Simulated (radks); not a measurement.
Excited configurations of Ba49+: one electron is placed in a higher orbital outside [He] 2s2 2p2. The ground configuration is [He] 2s2 2p3. Method: Dirac Kohn-Sham, PBEsol, spin-unpolarised, spherical densities, point nucleus; open shells fill j = l - 1/2 first; computed with a radial shooting solver on a logarithmic mesh with Libxc functionals. Excitation = E - E(ground); binding = E(ion) - E, where the ion is the core of charge +50; n* = 50/sqrt(2 binding) in atomic units. These energies are relativistic, and a one-electron ion of charge +50 with no core already has n* below n in this formula (Dirac formula, point nucleus: 3p1/2 2.948, 4d3/2 3.979, 4f5/2 3.990, 5s1/2 4.941, 5d3/2 4.976, 5f5/2 4.988, 6d3/2 5.975, 6f5/2 5.986, 7s1/2 6.938, 7p1/2 6.938, 7f5/2 6.985). The quantum defect is therefore taken as that value minus n*, so that it holds no relativistic shift of the bare ion.

| outer orbital | excitation (eV) | binding (eV) | quantum defect | eigenvalue (eV) | <r> (bohr) |
|---|---|---|---|---|---|
| 3p1/2 | 5008.7 | 4068.7 | 0.057 | -4021.9 | 0.2303 |
| 4d3/2 | 6904.4 | 2173.0 | 0.023 | -2149.1 | 0.4087 |
| 4f5/2 | 6941.8 | 2135.6 | -0.001 | -2107.1 | 0.3561 |
| 5s1/2 | 7636.0 | 1441.4 | 0.083 | -1428.4 | 0.7072 |
| 5d3/2 | 7690.0 | 1387.3 | 0.025 | -1373.3 | 0.6746 |
| 5f5/2 | 7706.9 | 1370.5 | 0.006 | -1354.8 | 0.6233 |
| 6d3/2 | 8115.6 | 961.75 | 0.028 | -952.48 | 1.000 |
| 6f5/2 | 8125.0 | 952.36 | 0.010 | -942.60 | 0.9506 |
| 7s1/2 | 8352.8 | 724.61 | 0.087 | -718.37 | 1.408 |
| 7p1/2 | 8357.9 | 719.50 | 0.063 | -713.14 | 1.398 |
| 7f5/2 | 8377.6 | 699.77 | 0.013 | -693.08 | 1.338 |

The Delta-SCF ionisation energy is 9077.4 eV (NIST Atomic Spectra Database: 9077 eV, theoretical). Self-interaction in the functional shifts the binding energies and quantum defects, so they are the method's values and not measured ones. Spin polarisation and multiplet splitting are left out, so open shells lie too high by an amount that depends on their filling.

Beside tabulated values, note that spin-unpolarised runs miss the spin-polarisation part of the exchange energy of open shells.
